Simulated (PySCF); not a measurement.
# TDDFT excited states: C5H10GeSi

Species: C5H10GeSi.
InChI=1S/C5H10GeSi/c1-3-5(6)7-4-2/h1,4-5H,2,7H2,6H3/t5-/m1/s1

Computed, not measured: TDDFT B3LYP/def2-SVPD, vertical, gas phase, core orbitals frozen in the response (PySCF 2.14.0, density-fitted response routines). Isolated species at its PBE0-D3(BJ)/def2-SVP geometry (one conformer only). Relativistic effects, spin–orbit coupling among them, are left out although an element past zinc is present. Torsions of this conformer, `[CH:1]#[C:2][C@H:3]([GeH3:4])[SiH2:5][CH:6]=[CH2:7]`: C2–C3–Si5–C6 -179°, C3–Si5–C6–C7 113°.

What does the calculation give for the low-lying excited states?

```
state  E (eV)  E (hartree)       f     main configurations (H = HOMO, L = LUMO)
   S1    5.43       0.1996   0.043                                    H→L (96%)
   S2    5.78       0.2122   0.012                                  H-1→L (94%)
   S3    5.95       0.2186   0.018                     H→L+1 (46%), H→L+3 (36%)
   S4    6.19       0.2275  0.0094      H→L+2 (26%), H→L+3 (25%), H-1→L+1 (17%)
   S5    6.39       0.2347   0.038    H-1→L+1 (22%), H→L+1 (20%), H-1→L+2 (15%)
   S6    6.40       0.2350  0.0047      H→L+2 (50%), H-1→L+1 (14%), H→L+3 (12%)
   S7    6.62       0.2431   0.032                    H-3→L (62%), H-1→L+2 (9%)
   S8    6.68       0.2456   0.046         H→L+5 (35%), H-3→L (17%), H→L+1 (9%)
   S9    6.78       0.2492  0.0047  H-1→L+2 (53%), H-1→L+3 (18%), H-1→L+1 (15%)
  S10    6.89       0.2530   0.037                                  H→L+4 (87%)
```

Triplets (Tamm–Dancoff): T1 4.24 eV, H-2→L (75%), H→L (15%); T2 5.07 eV, H→L (21%), H→L+5 (17%), H→L+1 (16%); T3 5.36 eV, H→L (41%), H→L+1 (10%), H-1→L+1 (10%); T4 5.48 eV, H-1→L+3 (21%), H-1→L (21%), H→L+1 (15%).

The lowest singlet lies at 5.43 eV (228 nm, ultraviolet) and is of moderate strength; its leading configuration is HOMO→LUMO (96%). The most intense listed level is S8 at 6.68 eV (186 nm, f = 0.046), 1.25 eV above S1. S5/S6 lie within about 0.01 eV of each other. Löwdin shares by element: HOMO carbon 75% or more, germanium 6% (atoms not listed hold the other 19%); LUMO carbon 67% or more, silicon 9%, hydrogen 5% or more (atoms not listed hold the other 20%). Orbital energies (eV): HOMO-3 -8.87, HOMO-2 -7.99, HOMO-1 -7.38, HOMO -7.00, LUMO -0.92, LUMO+1 -0.03, LUMO+2 0.21. The oscillator strengths of these states sum to 0.245; summed over the whole spectrum of an exact calculation they would give the number of electrons, 86 (Thomas–Reiche–Kuhn). Of the 10 states listed, 7 reach f = 0.01 and none stays under 0.0005. All these states lie below the vertical ionisation energy of 8.91 eV (ΔSCF). The window holds the lowest 10 singlets.
